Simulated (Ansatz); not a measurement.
Consider the substitution at a C–Si bond: `CC[Si]CC` + `[NH2][GaH2]` → `CC[NH][GaH2]` + `CC[SiH]`.

Isolated molecules relaxed with PBE0-D4/def2-TZVP in Ansatz; ΔE leaves out vibrations. CBS: MP2 limit from def2 TZ/QZ plus the TZ coupled-cluster correction, frozen cores. Functionals use def2-TZVPP. B3LYP here is the variant with VWN-RPA as its local correlation; programs differ in this. For Ga outer-core shells are correlated without core-valence functions, which leaves a few kJ/mol of doubt a bond. Scalar relativity is left out up to krypton. Each species was taken in one conformer, which may not be the lowest.

```json
{"level": "B3LYP-D4", "ΔE (kJ/mol)": "57.1", "difference from CCSD(T)/CBS": "-4.7"}
{"level": "r2SCAN0-D4", "ΔE (kJ/mol)": "63.3", "difference from CCSD(T)/CBS": "1.5"}
{"level": "B2PLYP", "ΔE (kJ/mol)": "56.2", "difference from CCSD(T)/CBS": "-5.6"}
{"level": "revPBE", "ΔE (kJ/mol)": "54.2", "difference from CCSD(T)/CBS": "-7.6"}
{"level": "r2SCAN", "ΔE (kJ/mol)": "62.1", "difference from CCSD(T)/CBS": "0.3"}
{"level": "B3LYP", "ΔE (kJ/mol)": "52.0", "difference from CCSD(T)/CBS": "-9.8"}
{"level": "CAM-B3LYP", "ΔE (kJ/mol)": "53.0", "difference from CCSD(T)/CBS": "-8.8"}
{"level": "LC-ωPBE", "ΔE (kJ/mol)": "60.1", "difference from CCSD(T)/CBS": "-1.7"}
{"level": "MP2/def2-SVP", "ΔE (kJ/mol)": "44.1", "difference from CCSD(T)/CBS": "-17.7"}
{"level": "CCSD(T)/def2-SVP", "ΔE (kJ/mol)": "36.7", "difference from CCSD(T)/CBS": "-25.1"}
{"level": "HF/def2-TZVPP", "ΔE (kJ/mol)": "45.2", "difference from CCSD(T)/CBS": "-16.6"}
{"level": "HF/def2-QZVPP", "ΔE (kJ/mol)": "45.7", "difference from CCSD(T)/CBS": "-16.1"}
{"level": "SCS-MP2/def2-QZVPP", "ΔE (kJ/mol)": "60.1", "difference from CCSD(T)/CBS": "-1.7"}
{"level": "HF/CBS(def2)", "ΔE (kJ/mol)": "45.7", "difference from CCSD(T)/CBS": "-16.1"}
{"level": "MP2/CBS(def2)", "ΔE (kJ/mol)": "68.5", "difference from CCSD(T)/CBS": "6.7"}
{"level": "CCSD/CBS(def2)", "ΔE (kJ/mol)": "59.8", "difference from CCSD(T)/CBS": "-2.0"}
{"level": "CCSD(T)/CBS", "ΔE (kJ/mol)": "61.8", "difference from CCSD(T)/CBS": "0"}
```

Largest T1 diagnostic among the species: 0.014.

At CCSD(T), def2-SVP lies −25.1 kJ/mol from the extrapolated value and def2-TZVPP −4.2 kJ/mol. In def2-TZVPP, CCSD(T) changes the Hartree–Fock value by +12.4 kJ/mol (the triples alone add +1.9 kJ/mol) and MP2 by +19.1 kJ/mol.
